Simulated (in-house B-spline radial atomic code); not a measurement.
Settings and results of a run for Nb⁷⁺ (with a hole in an inner shell). Method: Dirac-Hartree-Fock, average of the jj configuration, Fermi nucleus of rms radius 4.324 fm. Calculated with a B-spline radial code for spherical atoms.

In the input, a minus or plus after the letter marks the j = l - 1/2 or j = l + 1/2 subshell.

Command:
```bash
python run_scf.py task.json out
```
Settings (nuclear radius in fm, mass in u):
```
Z                41
configuration    1s2 2s2 2p-1 2p+3 3s2 3p6 3d10 4s2 4p6
hamiltonian      dirac
method           hf
spin_polarised   False
nucleus          fermi
rms_radius       4.324
atomic_mass      92.90637
speed_of_light   137.035999084
```

Output (hartree, bohr):
```
 radial grid: 66 intervals, B-splines of order 8, outer radius 13.5065 bohr

 iter        energy (Eh)    residual
    1       -3606.063598    1.05e+00
    2       -3622.554663    6.80e-01
    3       -3625.145527    2.02e-01
    4       -3625.413013    5.82e-02
    5       -3625.439021    2.55e-02
    6       -3625.443128    4.92e-04
    7       -3625.443131    1.13e-04
    8       -3625.443131    2.52e-06
    9       -3625.443131    1.68e-07

 total energy                     -3625.44313
 kinetic                            3753.8780
 electron-nucleus                  -8585.5490
 electron-electron                  1206.2279

 first-order corrections (not in the total)
   Gaunt                             2.1340
   retardation                      -0.1995
   frequency dependence             -0.0120
   self-energy                       1.6718
   Uehling                          -0.1881
   Wichmann-Kroll                    0.0027
   recoil                            0.0162

 orbital      occ     eigenvalue          <r>       <r^2>       <1/r>       r_max    small
 1s1/2      2.000      -716.9219    0.0360226   0.0017494     42.4481     0.02348  2.24e-02
 2s1/2      2.000      -110.6014     0.155245   0.0284512     9.79473      0.1318  4.71e-03
 2p1/2      1.000      -103.8470     0.133034   0.0217826      9.7135      0.1026  4.66e-03
 2p3/2      3.000       -99.9236     0.137364   0.0230944     9.27773      0.1062  4.53e-03
 3s1/2      2.000       -24.0189     0.424022    0.205786     3.43871       0.383  1.32e-03
 3p1/2      2.000       -20.7656      0.41549    0.201085      3.3794      0.3694  1.30e-03
 3p3/2      4.000       -20.1568     0.423869    0.209125     3.28128      0.3772  1.27e-03
 3d3/2      4.000       -14.4321     0.396258    0.187415     3.08789      0.3124  1.14e-03
 3d5/2      6.000       -14.3359     0.398525     0.18944     3.06609      0.3142  1.13e-03
 4s1/2      2.000        -6.7631      1.03899      1.2114     1.30824      0.9542  3.24e-04
 4p1/2      2.000        -5.5861      1.09704     1.35864     1.22495      0.9959  2.95e-04
 4p3/2      4.000        -5.4781      1.11492     1.40263     1.19914       1.013  2.88e-04
```

Cost of the run: 0.85 s on 1 thread of Arm Neoverse V2, on a shared host.

For the Dirac Hamiltonian the kinetic term is c α·p + (β - 1)c².
